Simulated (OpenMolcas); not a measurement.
V IV: effect of the IPEA shift

```yaml
Program: OpenMolcas 26.06
Basis: ANO-RCC-VTZP [6s5p3d2f1g]
Scalar_Hamiltonian: DKH2, point nucleus
Active_space: 2 electrons in 5 orbitals (3d)
State_averaging: 2S+1 = 3 even, 10 roots; 2S+1 = 1 even, 15 roots kept (CI in the orbitals of an earlier block)
Spin-orbit_coupling: RASSI with atomic mean-field integrals over the reference wave functions, term energies averaged over their components
```

Methods on the same reference wave functions:
A. CASSCF
B. SS-CASPT2, IPEA 0 Eh, imaginary shift 0.1 Eh (closed shells correlated: 3s 3p)
C. SS-CASPT2, IPEA 0.25 Eh, imaginary shift 0.1 Eh (closed shells correlated: 3s 3p)

Energies in cm-1 above 3d2 3F2, the measured ground level; measured values from Sugar and Corliss, J. Phys. Chem. Ref. Data 7, 1191 (1978).

| Level | A | B | C | Measured |
| --- | --- | --- | --- | --- |
| 3d2 3F2 | 0.0 | 0.0 | 0.0 | 0.0 |
| 3d2 3F3 | 326 | 328 | 328 | 325 |
| 3d2 3F4 | 748 | 750 | 750 | 735 |
| 3d2 1D2 | 13946 | 10910 | 10920 | 10959 |
| 3d2 3P0 | 16475 | 13580 | 13870 |  |
| 3d2 3P1 | 16588 | 13690 | 13980 | 13239 |
| 3d2 3P2 | 16833 | 13940 | 14220 | 13458 |
| 3d2 1G4 | 21563 | 19190 | 19090 | 18391 |
| 3d2 1S0 | 52706 | 43260 | 43340 | 42462 |

Deviations, from unrounded energies. A percentage is the sum of absolute deviations over the sum of measured energies, with the sign that they share, or ± where signs differ.

| Against measurement | Levels | A | B | C |
| --- | --- | --- | --- | --- |
| mean absolute deviation (cm-1) | 7 | 3300 | 370 | 450 |
| fine structure of the ground term (%) | 2 | +1.3 | +1.7 | +1.7 |
| other terms of the ground configuration (%) | 5 | +23.5 | ±2.6 | ±3.2 |

B lies closest to measurement on these levels and A furthest from it. The largest miss of B in the table is 3d2 1S0, by +800 cm-1. The ranking rests on the paired levels alone, and a cruder setting can come out closer through cancelling errors.

Between B and C the level of the table that moves most is 3d2 3P1, by 290 cm-1 (lowest in B, highest in C). Moves below CASPT2's spread within the term are not significant.

The mean deviations of B to C differ by less than CASPT2's widest spread within a term (840 cm-1), so their order carries little weight.

From A to B the spin-free energies of the other terms of 3d2 shown, above 3F, scale by factors of 0.78 to 0.89, as is usual when dynamic correlation screens the repulsion within a d or f shell.

The lowest spin-free term lies below A's lowest term by 0.300 hartree in B, 0.295 hartree in C.

CASPT2 breaks the degeneracy within a term, and the mean is taken; among the terms shown or strongly mixed into the levels shown the widest spread is 840 cm-1 (3d2 1G, B). Terms from blocks run as CI alone lack orbitals of their own. Without dynamic correlation excited terms often stand tens of per cent too high (terms of higher spin than the ground term too low), and those without a measured partner can miss by more than the paired ones (holds for A). Measured partners are found by configuration, term and J. A level has none where our copy of the source lacks it or the pairing is in doubt (some pairs that miss far off the trend of their configuration count as doubtful), and it then counts in no deviation. Levels of configurations outside the active space are missing.
